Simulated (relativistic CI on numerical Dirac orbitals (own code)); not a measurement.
Calculated at this level of theory: Dirac-Coulomb-Breit CI, separate exchange-only KLI orbitals for each configuration, QED by a radiative potential, valence Slater integrals scaled by 0.9, P86 correlation estimate, and configurations built on the next ion tied to the tabulated ionisation energy (semi-empirical) (own radial code, finite nucleus).

Configurations in the expansion (outside the closed core [Ne]): 3s²3p⁶3d, 3s²3p⁶4s, 3s²3p⁶4p, 3s²3p⁶4d, 3s²3p⁶5s, 3s²3p⁶4f, 3s²3p⁵3d², 3s²3p⁴3d³, 3s3p⁶3d², 3p⁶3d³, 3s3p⁵3d³, 3s²3p⁶5p, 3s²3p⁵3d4s, 3s²3p⁶5d, 3s²3p⁵3d4p, 3s²3p⁶5f, 3s²3p⁴3d²4s, 3s²3p⁶5g, 3s²3p⁵4s², 3s²3p⁴3d²4p, 3s²3p⁵4s4p, 3s²3p⁵3d4d, 3s²3p⁵4p², 3s²3p⁴3d²4d. Levels of other configurations are missing.

Configurations that consist of the next ion and one excited electron were tied to the tabulated ionisation energy; Rydberg ones are usually within 1,000 to 3,000 cm⁻¹ and the lowest ones within about 6,000 (9,000 in d shells), while levels on excited terms of the next ion carry the error of that term, and the other configurations can be misplaced by 10,000 cm⁻¹ or more. Rates follow the energies as ν³ (E1, M1) or ν⁵ (E2), so rates, branching and lifetimes can be off by large factors.

Outline of the computed level scheme of Co IX. Lowest level of each configuration: 3s²3p⁶3d ²D3/2 at 0.0000 eV; 3s²3p⁵3d² ⁴D°1/2 at 55.1842 eV; 3s²3p⁶4s ²S1/2 at 62.9254 eV; 3s²3p⁶4p ²P°1/2 at 75.3538 eV.

Some strong electric-dipole decays among the lowest 45 levels: 3s²3p⁶4p ²P°1/2 → 3s²3p⁶3d ²D3/2 (6.2e+10 s⁻¹); 3s²3p⁶4p ²P°3/2 → 3s²3p⁶3d ²D5/2 (5.6e+10 s⁻¹); 3s²3p⁶4p ²P°3/2 → 3s²3p⁶3d ²D3/2 (6.3e+09 s⁻¹); 3s²3p⁶4p ²P°3/2 → 3s²3p⁶4s ²S1/2 (1.7e+09 s⁻¹).

LS names give the leading component of a level, which can be under half, so a name can repeat, a term be missing and a line seem to break the LS rules.
